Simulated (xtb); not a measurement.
C$_{3}$H$_{8}$N, doublet, from a rough starting geometry; GFN2-xTB run with xtb 6.7.1.

The xtb input:
```
$ xtb mol.xyz --gfn 2 --uhf 1 --opt vtight --json

# file mol.xyz
12

C     -1.08183226     0.56532765     0.44399239
C      0.02874414    -0.21063428    -0.38505564
C      1.41454039     0.12146360     0.03202913
N     -0.21611345    -1.58600581    -0.40839611
H     -0.91625912     1.67530432     0.27254712
H     -0.92093781     0.34788860     1.39811553
H     -2.01012846     0.42567374     0.03440238
H     -0.11203095     0.09259383    -1.46604208
H      1.60193147     1.14829698    -0.18182235
H      1.51274666    -0.09243925     1.02423097
H      2.10560338    -0.47153302    -0.57072477
H     -1.09656785    -1.90440610    -0.15151669
```

The log (banner, timings and long lists left out):

```
   ID    Z sym.   atoms
    1    6 C      1-3
    2    7 N      4
    3    1 H      5-12

           -------------------------------------------------
          |                Calculation Setup                |
           -------------------------------------------------

           -------------------------------------------------
          |                 G F N 2 - x T B                 |
           -------------------------------------------------

          ...................................................
          :                      SETUP                      :
          :.................................................:
          :  # basis functions                  24          :
          :  # atomic orbitals                  24          :
          :  # shells                           16          :
          :  # electrons                        25          :
          :  max. iterations                   250          :
          :  Hamiltonian                  GFN2-xTB          :
          :  restarted?                      false          :
          :  GBSA solvation                  false          :
          :  PC potential                    false          :
          :  electronic temp.          300.0000000     K    :
          :  accuracy                    1.0000000          :
          :  -> integral cutoff          0.2500000E+02      :
          :  -> integral neglect         0.1000000E-07      :
          :  -> SCF convergence          0.1000000E-05 Eh   :
          :  -> wf. convergence          0.1000000E-03 e    :
          :  Broyden damping             0.4000000          :
          :  net charge                          0          :
          :  unpaired electrons                  1          :
          ...................................................

 iter      E             dE          RMSdq      gap      omega  full diag
   1    -13.5123444 -0.135123E+02  0.300E+00    9.84       0.0  T
   2    -13.5290360 -0.166916E-01  0.159E+00   10.54       1.0  T
   3    -13.5299295 -0.893572E-03  0.510E-01   10.82       1.0  T
   4    -13.5300577 -0.128163E-03  0.117E-01   10.77       1.0  T
   5    -13.5301058 -0.480651E-04  0.520E-02   10.81       1.0  T
   6    -13.5301080 -0.229245E-05  0.140E-02   10.80       2.1  T
   7    -13.5301083 -0.253283E-06  0.287E-03   10.80      10.1  T
   8    -13.5301083 -0.963436E-08  0.152E-03   10.80      19.0  T
   9    -13.5301083 -0.180354E-08  0.655E-04   10.80      44.1  T
  10    -13.5301083 -0.178588E-08  0.147E-04   10.80     196.0  T

   *** convergence criteria satisfied after 10 iterations ***

         :::::::::::::::::::::::::::::::::::::::::::::::::::::
         ::                     SUMMARY                     ::
         :::::::::::::::::::::::::::::::::::::::::::::::::::::
         :: total energy             -13.306775868342 Eh    ::
         :: gradient norm              0.183785948663 Eh/a0 ::
         :: HOMO-LUMO gap             10.800499194298 eV    ::
         ::.................................................::
         :: SCC energy               -13.530104549810 Eh    ::
         :: -> isotropic ES            0.015169938590 Eh    ::
         :: -> anisotropic ES          0.002060202849 Eh    ::
         :: -> anisotropic XC          0.015742577094 Eh    ::
         :: -> dispersion             -0.005158479844 Eh    ::
         :: repulsion energy           0.223328681467 Eh    ::
         :: add. restraining           0.000000000000 Eh    ::
         :: total charge              -0.000000000000 e     ::
         :::::::::::::::::::::::::::::::::::::::::::::::::::::

      -----------------------------------------------------------
     |                   =====================                   |
     |                        A N C O P T                        |
     |                   =====================                   |
     |               Approximate Normal Coordinate               |
[...]
 * total energy  :   -13.3067759 Eh     change       -0.4036416E-10 Eh
 * total energy  :   -13.3258228 Eh     change       -0.1904695E-01 Eh
 * total energy  :   -13.3288695 Eh     change       -0.3046716E-02 Eh
 * total energy  :   -13.3291483 Eh     change       -0.2787505E-03 Eh
 * total energy  :   -13.3292017 Eh     change       -0.5343400E-04 Eh
 * total energy  :   -13.3292123 Eh     change       -0.1062610E-04 Eh
 * total energy  :   -13.3292134 Eh     change       -0.1055271E-05 Eh
 * total energy  :   -13.3292137 Eh     change       -0.2834067E-06 Eh
 * total energy  :   -13.3292139 Eh     change       -0.2111252E-06 Eh
 * total energy  :   -13.3292140 Eh     change       -0.1354956E-06 Eh
 * total energy  :   -13.3292141 Eh     change       -0.6719013E-07 Eh
   *** GEOMETRY OPTIMIZATION CONVERGED AFTER 11 ITERATIONS ***
         :: total energy             -13.329214094952 Eh    ::
[...]
        14                          0.0771025               2.0981 (LUMO)
        15                          0.0910859               2.4786
        16                          0.1089517               2.9647
        17                          0.1417761               3.8579
        18                          0.1627311               4.4281
        19                          0.1875945               5.1047
        20                          0.2099568               5.7132
        21                          0.2230692               6.0700
        22                          0.2468700               6.7177
        23                          0.2623778               7.1397
        24                          0.3077177               8.3734
      -------------------------------------------------------------
                  HL-Gap            0.4320726 Eh           11.7573 eV
             Fermi-level           -0.2518692 Eh           -6.8537 eV

     #   Z          covCN         q      C6AA      α(0)
     1   6 C        3.752    -0.113    22.717     6.797
     2   6 C        3.778     0.080    19.270     6.254
     3   6 C        3.757    -0.110    22.662     6.787
     4   7 N        1.776    -0.337    29.558     8.051
     5   1 H        0.925     0.036     2.510     2.477
     6   1 H        0.925     0.044     2.393     2.419
     7   1 H        0.925     0.036     2.505     2.475
     8   1 H        0.921     0.081     1.967     2.194
     9   1 H        0.925     0.038     2.471     2.458
    10   1 H        0.925     0.051     2.310     2.377
    11   1 H        0.925     0.060     2.194     2.316
    12   1 H        0.860     0.133     1.521     1.932

 Mol. C6AA /au·bohr⁶  :        975.265208
 Mol. C8AA /au·bohr⁸  :      20062.741170
 Mol. α(0) /au        :         46.538011

Wiberg/Mayer (AO) data.
largest (>0.10) Wiberg bond orders for each atom

 ---------------------------------------------------------------------------
     #   Z sym  total        # sym  WBO       # sym  WBO       # sym  WBO
 ---------------------------------------------------------------------------
     1   6 C    3.996 --     5 H    0.987     7 H    0.985     6 H    0.982
                             2 C    0.980
     2   6 C    3.988 --     4 N    1.189     1 C    0.980     3 C    0.964
                             8 H    0.854
     3   6 C    3.992 --     9 H    0.987    11 H    0.985    10 H    0.983
                             2 C    0.964
     4   7 N    2.378 --     2 C    1.189    12 H    0.963     8 H    0.105
     5   1 H    0.999 --     1 C    0.987
     6   1 H    0.998 --     1 C    0.982
     7   1 H    0.999 --     1 C    0.985
     8   1 H    0.982 --     2 C    0.854     4 N    0.105
     9   1 H    0.999 --     3 C    0.987
    10   1 H    0.997 --     3 C    0.983
    11   1 H    0.996 --     3 C    0.985
    12   1 H    0.982 --     4 N    0.963
 ---------------------------------------------------------------------------

Topologies differ in total number of bonds
Writing topology from bond orders to xtbtopo.mol

molecular dipole:
                 x           y           z       tot (Debye)
 q only:       -0.030       0.563       0.018
   full:       -0.352       0.833       0.092       2.310
molecular quadrupole (traceless):
                xx          xy          yy          xz          yz          zz
 q only:        1.837       0.769      -2.384      -0.082      -0.901       0.547
  q+dip:        2.517       2.089      -3.955       0.092      -2.041       1.437
   full:        2.598       2.201      -4.104       0.236      -1.951       1.506

optimized geometry written to: xtbopt.xyz

           -------------------------------------------------
          | TOTAL ENERGY              -13.329214094952 Eh   |
          | GRADIENT NORM               0.000052979428 Eh/α |
          | HOMO-LUMO GAP              11.757294984628 eV   |
           -------------------------------------------------
```
